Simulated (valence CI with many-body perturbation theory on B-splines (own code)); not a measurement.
Eu23+: E2, M1 decay

Computed by relativistic CI+MBPT: four valence electrons over a frozen Dirac-Fock core [Kr], radial functions for each j: 9 s, 9 p, 10 d, 8 f, 5 g, 3 h, 1 i, with the one-electron correlation potential Σ1 (screened to all orders), the two-electron term Σ2, the three-electron term Σ3, Breit, model QED; selected single and double excitations, second order for the rest (own B-spline code, finite nucleus).

No measured spectrum was set against this ion. As an estimate, terms of the open shell hold to 2 to 4 % of their energy, and close levels can change places. Only levels of the ground parity were solved; by the run's estimate the other parity begins above the list, which can be wrong where configurations are misplaced.

Lines 1 to 50 of 120 in falling wavelength, among levels below 43.965 eV, chosen from the decays that carry over 1 % of a level's rate. Wavelengths and rates use the calculated energies, so an error of 3000 cm⁻¹ moves a line at 11800 Å by 35 % and its rate by three times that or more. Electric multipoles are in the length gauge, E1 and E2 with the static RPA response of the core. S is in atomic units (e²a₀⁴ for E2 and M2, e²a₀⁶ for E3), for M1 in squared Bohr magnetons. Weak lines are less certain than strong ones. Lines between different terms over intervals too small for the method are left out, as are lines whose strength nearly cancels.

Levels are named by their leading jj configuration (3d3/2^4 stands for four electrons in 3d with j = 3/2), which in mixed levels can hold well under half, so a name can repeat and another be missing. Letters in brackets count levels of one name in rising energy.

| λ vac (Å) | Upper | Lower | Type | A (s⁻¹) | S (a.u.) |
| --- | --- | --- | --- | --- | --- |
| 13170 | (4d3/2^2 4d5/2^2) J=6 | (4d3/2^2 4d5/2^2) J=5 | M1 | 4.12e+00 | 4.53e+00 |
| 11800 | (4d3/2^3 4d5/2) J=4 | (4d3/2^3 4d5/2) J=2 | E2 | 7.06e-06 | 1.30e-02 |
| 9503 | (4d3/2^3 4d5/2) J=3 | (4d3/2^3 4d5/2) J=2 | M1 | 3.40e+01 | 7.57e+00 |
| 6871 | (4d3/2^2 4d5/2^2) J=2 [b] | (4d3/2^2 4d5/2^2) J=1 | M1 | 3.08e+01 | 1.85e+00 |
| 6157 | (4d3/2^2 4d5/2^2) J=5 | (4d3/2^2 4d5/2^2) J=4 [a] | M1 | 4.83e+01 | 4.60e+00 |
| 6049 | (4d3/2^2 4d5/2^2) J=4 [b] | (4d3/2^2 4d5/2^2) J=5 | M1 | 7.83e+00 | 5.78e-01 |
| 4760 | (4d3/2^3 4d5/2) J=2 | (4d3/2^3 4d5/2) J=1 | M1 | 3.38e+02 | 6.76e+00 |
| 3934 | (4d3/2^2 4d5/2^2) J=1 | (4d3/2^2 4d5/2^2) J=0 [a] | M1 | 2.43e+02 | 1.65e+00 |
| 3872 | (4d3/2^2 4d5/2^2) J=4 [b] | (4d3/2^2 4d5/2^2) J=3 [a] | M1 | 1.87e+02 | 3.62e+00 |
| 3704 | (4d3/2^2 4d5/2^2) J=4 [c] | (4d3/2 4d5/2^3) J=4 [a] | M1 | 4.42e+01 | 7.49e-01 |
| 3574 | (4d3/2^2 4d5/2^2) J=2 [b] | (4d3/2^2 4d5/2^2) J=2 [a] | M1 | 1.49e+02 | 1.26e+00 |
| 3486 | (4d3/2^2 4d5/2^2) J=3 [b] | (4d3/2^2 4d5/2^2) J=3 [a] | M1 | 3.73e+01 | 4.11e-01 |
| 3395 | (4d3/2 4d5/2^3) J=3 [c] | (4d3/2 4d5/2^3) J=2 [a] | M1 | 2.73e+02 | 2.77e+00 |
| 3278 | (4d3/2 4d5/2^3) J=1 [b] | (4d3/2 4d5/2^3) J=2 [a] | M1 | 8.29e+01 | 3.25e-01 |
| 3051 | (4d3/2^2 4d5/2^2) J=4 [b] | (4d3/2^2 4d5/2^2) J=4 [a] | M1 | 5.77e+01 | 5.47e-01 |
| 2996 | (4d3/2 4d5/2^3) J=3 [a] | (4d3/2^2 4d5/2^2) J=4 [b] | M1 | 1.49e+02 | 1.04e+00 |
| 2977 | (4d3/2^2 4d5/2^2) J=4 [a] | (4d3/2^3 4d5/2) J=3 | M1 | 2.67e+02 | 2.35e+00 |
| 2821 | (4d3/2 4d5/2^3) J=3 [b] | (4d3/2 4d5/2^3) J=3 [a] | M1 | 1.98e+02 | 1.15e+00 |
| 2806 | (4d3/2^2 4d5/2^2) J=3 [b] | (4d3/2^2 4d5/2^2) J=4 [a] | M1 | 2.73e+01 | 1.57e-01 |
| 2806 | (4d3/2^2 4d5/2^2) J=4 [a] | (4d3/2^3 4d5/2) J=4 | M1 | 1.41e+03 | 1.04e+01 |
| 2790 | (4d3/2^3 4d5/2) J=1 | (4d3/2^4) J=0 | M1 | 1.46e+03 | 3.53e+00 |
| 2764 | (4d3/2 4d5/2^3) J=1 [b] | (4d3/2 4d5/2^3) J=0 | M1 | 1.54e+02 | 3.61e-01 |
| 2633 | (4d3/2 4d5/2^3) J=4 [a] | (4d3/2^2 4d5/2^2) J=5 | M1 | 2.14e+02 | 1.30e+00 |
| 2526 | (4d3/2 4d5/2^3) J=2 [a] | (4d3/2^2 4d5/2^2) J=2 [c] | M1 | 6.70e+02 | 2.00e+00 |
| 2516 | (4d3/2 4d5/2^3) J=3 [b] | (4d3/2^2 4d5/2^2) J=2 [c] | M1 | 6.50e+01 | 2.69e-01 |
| 2467 | (4d3/2^2 4d5/2^2) J=3 [a] | (4d3/2^3 4d5/2) J=3 | M1 | 1.24e+03 | 4.84e+00 |
| 2435 | (4d3/2^2 4d5/2^2) J=2 [c] | (4d3/2^2 4d5/2^2) J=1 | M1 | 1.14e+02 | 3.06e-01 |
| 2376 | (4d3/2 4d5/2^3) J=1 [a] | (4d3/2^2 4d5/2^2) J=2 [b] | M1 | 4.68e+02 | 6.98e-01 |
| 2348 | (4d3/2^2 4d5/2^2) J=3 [a] | (4d3/2^3 4d5/2) J=4 | M1 | 3.07e+01 | 1.03e-01 |
| 2319 | (4d3/2 4d5/2^3) J=1 [b] | (4d3/2^2 4d5/2^2) J=2 [d] | M1 | 1.04e+03 | 1.45e+00 |
| 2296 | (4d3/2 4d5/2^3) J=5 | (4d3/2^2 4d5/2^2) J=4 [b] | M1 | 1.08e+03 | 5.33e+00 |
| 2194 | (4d3/2^2 4d5/2^2) J=4 [c] | (4d3/2^2 4d5/2^2) J=3 [b] | M1 | 1.19e+02 | 4.21e-01 |
| 2116 | (4d3/2 4d5/2^3) J=4 [a] | (4d3/2^2 4d5/2^2) J=3 [a] | M1 | 3.94e+02 | 1.24e+00 |
| 2065 | (4d3/2^2 4d5/2^2) J=4 [c] | (4d3/2^2 4d5/2^2) J=4 [b] | M1 | 4.04e+01 | 1.18e-01 |
| 2012 | (4d3/2 4d5/2^3) J=3 [c] | (4d3/2^2 4d5/2^2) J=4 [c] | M1 | 1.07e+03 | 2.27e+00 |
| 1958 | (4d3/2^2 4d5/2^2) J=3 [a] | (4d3/2^3 4d5/2) J=2 | M1 | 1.03e+03 | 2.01e+00 |
| 1943 | (4d3/2^2 4d5/2^2) J=2 [a] | (4d3/2^3 4d5/2) J=2 | M1 | 1.08e+03 | 1.47e+00 |
| 1928 | (4d3/2^2 4d5/2^2) J=5 | (4d3/2^3 4d5/2) J=4 | M1 | 1.06e+03 | 3.10e+00 |
| 1905 | (4d3/2 4d5/2^3) J=5 | (4d3/2^2 4d5/2^2) J=6 | M1 | 6.57e+02 | 1.85e+00 |
| 1880 | (4d3/2^2 4d5/2^2) J=2 [d] | (4d3/2^2 4d5/2^2) J=3 [b] | M1 | 7.24e+02 | 8.91e-01 |
| 1870 | (4d3/2^2 4d5/2^2) J=2 [d] | (4d3/2^2 4d5/2^2) J=2 [b] | M1 | 7.21e+02 | 8.73e-01 |
| 1844 | (4d3/2 4d5/2^3) J=4 [a] | (4d3/2^2 4d5/2^2) J=4 [a] | M1 | 3.39e+03 | 7.10e+00 |
| 1835 | (4d3/2^2 4d5/2^2) J=2 [c] | (4d3/2^2 4d5/2^2) J=2 [a] | M1 | 4.63e+02 | 5.31e-01 |
| 1834 | (4d3/2 4d5/2^3) J=1 [b] | (4d3/2 4d5/2^3) J=1 [a] | M1 | 2.31e+02 | 1.59e-01 |
| 1767 | (4d3/2 4d5/2^3) J=6 | (4d3/2^2 4d5/2^2) J=6 | M1 | 1.39e+03 | 3.68e+00 |
| 1765 | (4d3/2 4d5/2^3) J=1 [a] | (4d3/2^2 4d5/2^2) J=1 | M1 | 1.80e+03 | 1.10e+00 |
| 1707 | (4d3/2 4d5/2^3) J=4 [b] | (4d3/2 4d5/2^3) J=5 | M1 | 1.85e+02 | 3.06e-01 |
| 1701 | (4d3/2 4d5/2^3) J=3 [a] | (4d3/2^2 4d5/2^2) J=2 [a] | M1 | 3.13e+03 | 3.99e+00 |
| 1689 | (4d3/2 4d5/2^3) J=3 [a] | (4d3/2^2 4d5/2^2) J=3 [a] | M1 | 2.66e+03 | 3.32e+00 |
| 1681 | (4d3/2^2 4d5/2^2) J=6 | (4d3/2^3 4d5/2) J=4 | E2 | 8.78e-02 | 1.37e-02 |
